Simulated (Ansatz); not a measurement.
`[OH][SnH2][CH2][SiH3]` + `N=[C](O)[GeH2][NH2]` → `[NH2][SnH2][CH2][SiH3]` + `N=[C](O)[GeH2][OH]`  (redistribution)

Isolated molecules relaxed with PBE0-D4/def2-TZVP in Ansatz; ΔE leaves out vibrations. CCSD(T)/CBS adds triple-zeta CCSD(T) − MP2 to the extrapolated MP2 energy (def2 sets, frozen cores). DFT in def2-TZVPP. B3LYP here is the variant with VWN-RPA as its local correlation; programs differ in this. def2 core potentials past Kr. For Ge, Sn outer-core shells are correlated without core-valence functions, which leaves a few kJ/mol of doubt a bond. Scalar relativity is left out up to krypton. Each species was taken in one conformer, which may not be the lowest.

```tsv
level	ΔE (kJ/mol)	difference from CCSD(T)/CBS
PBE-D4	8.1	-2.6
r2SCAN-D4	8.8	-1.9
PBE0-D4	8.0	-2.7
B3LYP-D4	8.5	-2.2
ωB97X-V	9.0	-1.7
ωB97M-V	8.1	-2.6
B2PLYP	9.0	-1.7
PBE	9.0	-1.7
r2SCAN	9.0	-1.7
PBE0	8.8	-1.9
B3LYP	10.0	-0.7
HF/def2-TZVPP	9.5	-1.2
MP2/def2-TZVPP	6.9	-3.8
SCS-MP2/def2-TZVPP	7.3	-3.4
CCSD/def2-TZVPP	7.6	-3.1
CCSD(T)/def2-TZVPP	7.0	-3.7
HF/def2-QZVPP	9.9	-0.8
MP2/def2-QZVPP	9.2	-1.5
SCS-MP2/def2-QZVPP	9.4	-1.3
HF/CBS(def2)	10.0	-0.7
MP2/CBS(def2)	10.6	-0.1
CCSD/CBS(def2)	11.3	0.6
CCSD(T)/CBS	10.7	0
```

Largest T1 diagnostic among the species: 0.013.
